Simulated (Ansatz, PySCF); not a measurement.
C₂H₉NSi₃, SMILES [SiH3]C#C[SiH2]N[SiH3].

Coordinates come from a PBE-D3(BJ)/def2-SVP optimisation. The structure was generated by enumeration, and PubChem lists no compound with its InChIKey, so it may never have been made. Other conformers were not sampled.

Vertical ionisation energy (IE) and electron affinity (EA) in eV. Rows of orbital energies are one-electron estimates. Where ΔSCF, EOM or ADC give a negative EA the extra electron is unbound and the value depends on the basis.

```json
[
 {"level": "−ε(HOMO), −ε(LUMO), B3LYP/def2-TZVP (PySCF)", "IE": "7.44", "EA": "1.15"},
 {"level": "−ε(HOMO), −ε(LUMO), PBE/def2-TZVP (PySCF)", "IE": "6.36", "EA": "1.86"},
 {"level": "ΔSCF, PBE0/def2-SVPD (Ansatz), final states of multiplicity 2 and 2", "IE": "9.34", "EA": "-0.48"},
 {"level": "ΔSCF, PBE/def2-SVPD (Ansatz), final states of multiplicity 2 and 2", "IE": "8.91", "EA": "-0.27"}
]
```

**Question.** What vertical singlet–triplet gap does ΔSCF give with PBE0/def2-SVPD (Ansatz, a program for electronic structure) and with PBE/def2-SVPD (Ansatz)? (The exact figures need the calculation; the answer reports its results.)

**Answer.** 4.45 and 4.40 eV (triplet above singlet where positive).
